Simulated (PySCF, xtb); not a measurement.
CH12OSi4, SMILES O[Si@H](C[SiH3])[SiH2][SiH3].

GFN2-xTB (xtb) at its own geometry gives an orbital gap of 3.90 eV and a dipole moment of 2.05 D.

The structure is a stationary point at PBE0-D3(BJ)/def2-SVP. The structure was generated by enumeration; whether it is a known compound was not checked. One conformer was computed; it need not be the lowest.

Question: What does PBE/def2-TZVP (PySCF) give? (The exact figures need the calculation; the answer reports its results.)

Answer: gap 5.38 eV (levels -6.66 and -1.27 eV), dipole 1.87 D.
